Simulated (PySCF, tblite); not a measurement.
Isomers of C6H7O2P. Computed values, GFN2-xTB/tblite, gas phase, harmonic and unscaled. This tight-binding method is rough: wavenumbers can miss measured ones by several per cent, in bad cases by 10 to 20. One conformer each.

Electronic energies: PBE0/pcSseg-1 single points on the GFN2-xTB geometries (PySCF, gas phase).

```tsv
SMILES	electronic energy, lowest = 0 (kcal/mol)
C#CP(C=C)C(=O)OC	56.0
CC(=O)c1coc(C)p1	0.6
C=Cc1pcoc1OC	30.7
CC(=O)c1pcoc1C	0.0
CC(=O)c1occ(C)p1	2.4
```

Question: How do GFN2-xTB zero-point energies change the relative energies?

Answer: 
```
          SMILES  ZPE (kcal/mol)  of it from modes above 1550 cm⁻¹  electronic (kcal/mol)  with ZPE, lowest = 0 (kcal/mol)  lowest mode (cm⁻¹)  rings
  CC(=O)c1pcoc1C            73.0                              32.9                    0.0                              0.0                  47      1
CC(=O)c1coc(C)p1            73.0                              32.9                    0.6                              0.6                  47      1
CC(=O)c1occ(C)p1            73.0                              32.9                    2.4                              2.4                  53      1
    C=Cc1pcoc1OC            72.7                              32.9                   30.7                             30.5                  76      1
C#CP(C=C)C(=O)OC            69.6                              38.9                   56.0                             52.6                  32      0
```

The zero-point energies span 3.4 kcal/mol, from `C#CP(C=C)C(=O)OC` to `CC(=O)c1occ(C)p1`. The order is unchanged.

Question: And how do the electronic energies of GFN2-xTB itself compare?

Answer: `CC(=O)c1pcoc1C` 0.0; `CC(=O)c1coc(C)p1` 1.8; `CC(=O)c1occ(C)p1` 1.6; `C=Cc1pcoc1OC` 18.1; `C#CP(C=C)C(=O)OC` 60.6 kcal/mol, lowest = 0. Against the energies above, taken from the same isomer `CC(=O)c1pcoc1C`, the largest difference is 12.6 kcal/mol.

Question: What do entropy and thermal enthalpy add at 298.15 K and 1 bar (rigid rotor, harmonic oscillator, one conformer each)?

Answer: 
```csv
SMILES,point group,symmetry number,S (cal/(mol K)),H − H(0) (kcal/mol),ZPE + H − H(0) − TS (kcal/mol)
CC(=O)c1pcoc1C,Cs,1,96.8,6.57,50.7
CC(=O)c1occ(C)p1,Cs,1,98.7,6.72,50.3
C=Cc1pcoc1OC,Cs,1,94.9,6.44,50.9
C#CP(C=C)C(=O)OC,C1,1,108.8,7.89,45.1
```

Not tabulated: `CC(=O)c1coc(C)p1` (point group not settled).
